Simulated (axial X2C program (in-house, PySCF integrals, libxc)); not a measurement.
Which molecule has these constants?

All values come from calculations with an in-house relativistic program for diatomic molecules, spin-free (one-electron X2C) or two-component (2c: spin–orbit coupling with atomic mean-field Coulomb and Gaunt terms, which also bring small scalar terms), in Dyall basis sets with cores contracted in-house; open shells are unrestricted.

A two-component PBE0 calculation in a Dyall 3-zeta basis gave Re = 1.232 Å, ωe = 1752.2 cm⁻¹, De = 9.45 eV, Ω = 0.

Question: Which molecule is it?
A. InO⁻
B. BO⁻
C. AlO⁻
D. GaO⁻

Answer: B. The others have InO⁻ 1.911 Å and 698.3 cm⁻¹ (Ω = 0); GaO⁻ 1.704 Å and 821.8 cm⁻¹ (Ω = 0); AlO⁻ 1.645 Å and 977.0 cm⁻¹ (Ω = 0).

Each entry is the lowest single determinant of a limited PBE0 search at one distance. De goes to single-determinant-based atoms at the same level (for ions the charge split of lowest energy) and is withheld (n/a) where an atom does not fit its ground term or J level. Main or longest-lived isotopes. Some light 2c atoms are not at their ground J level, so De misses part of their lowering (0.04 eV or less). The functionals have no current term, which raises determinants with orbital currents.
